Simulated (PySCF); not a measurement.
Species: BrGeH4N.
SMILES with atom numbers: `[NH2:1][GeH2:2][Br:3]` (hydrogens: H4, H5 on N1; H6, H7 on Ge2)

Computed by this run: PBE0-D3(BJ)/def2-SVP geometry optimisation, gas phase (PySCF); density fitting, grid level 1; the optimiser is geomeTRIC in internal coordinates, started from a GFN2-xTB structure with every atom displaced at random (about 0.01 Å).

Step 9: E = -128087.4799 eV
```
atom  x, y, z in Å  |  force x, y, z in eV/Å
N1     -1.0284    0.5153   -0.1872    0.101  -0.023   0.033
Ge2     0.5424   -0.3812    0.0006   -0.040   0.024  -0.014
Br3     2.2028    1.2269    0.0401    0.003  -0.010   0.001
H4     -1.3369    1.0506    0.6182   -0.054  -0.012  -0.022
H5     -1.7983   -0.0022   -0.5985   -0.017   0.001   0.006
H6      0.7323   -1.2683   -1.2363   -0.002   0.009  -0.011
H7      0.7230   -1.1655    1.3144    0.009   0.011   0.009
```

Step 10: E = -128087.4823 eV
```
atom  x, y, z in Å  |  force x, y, z in eV/Å
N1     -1.0271    0.5247   -0.1717    0.105  -0.050   0.078
Ge2     0.5440   -0.3734    0.0057   -0.051   0.032  -0.022
Br3     2.2237    1.2165    0.0054    0.011  -0.007   0.000
H4     -1.3750    0.9826    0.6650   -0.059  -0.001  -0.052
H5     -1.7717    0.0396   -0.6611   -0.015   0.006   0.006
H6      0.7177   -1.2762   -1.2215    0.000   0.009  -0.022
H7      0.7253   -1.1382    1.3296    0.009   0.011   0.012
```

Question: Estimate the geometry and energy of step 11. (The exact step hangs on the optimiser's Hessian estimate; all steps are aligned on step 10, rigid shifts and turns removed.)

Answer: E = -128087.4874 eV, largest force 0.177 eV/Å
```
atom  x, y, z in Å  |  force x, y, z in eV/Å
N1     -1.0267    0.5346   -0.1286    0.054  -0.113   0.125
Ge2     0.5476   -0.3590    0.0193   -0.054   0.043  -0.033
Br3     2.2650    1.1916   -0.0707    0.017   0.001  -0.009
H4     -1.4681    0.8271    0.7373   -0.031   0.030  -0.072
H5     -1.7049    0.1530   -0.7790   -0.005   0.023   0.004
H6      0.6858   -1.2905   -1.1901    0.025   0.003  -0.029
H7      0.7383   -1.0812    1.3630   -0.008   0.014   0.014
```

The energy changes by -0.0051 eV. The first-order estimate −F·Δx gives -0.0047 eV and the mean of the old and new forces, exact on a quadratic surface, -0.0023 eV. The step makes an angle of 85° with the force vector and moves no atom by more than 0.195 Å.

The cost below is that of the whole optimisation. Time: 6.5 min wall, 4.5 min CPU; peak memory 0.42 GiB. Hardware: one thread, Intel Xeon at 2.50 GHz (x86_64), no GPU, shared host with 64 logical CPUs at a one-minute load of 52.
